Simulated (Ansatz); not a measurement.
**Several solutions for doublet CaF**

```yaml
atoms:
  - { symbol: Ca, position_ang: [0.0000, 0.0000, 0.0000] }
  - { symbol: F, position_ang: [0.0000, 0.0000, 3.9400] }
```

Basis set: def2-SVP (spherical functions). Charge 0, multiplicity 2.

UHF was run from several starts with Ansatz (development build ahead of 0.2.0).

| run | program | start | converged | energy (hartree) | <S²> |
| --- | --- | --- | --- | --- | --- |
| A | Ansatz | stability test followed | yes | -775.91852 | 0.76 |
| B | Ansatz | search for the lowest state | yes | -775.94477 | 0.85 |
| C | Ansatz | atomic start, no search | yes | -775.91852 | 0.76 |

(1) Which runs reached the lowest solution of this kind, and what is wrong with the others?

## Answers

(1) B reached the lowest solution found. Converged but too high: A by 0.71 eV, C by 0.71 eV. Convergence only shows a stationary point, and even a stable one can lie too high; stability tests and further starts are what find lower ones. Caution: the unrestricted determinant is spin contaminated.
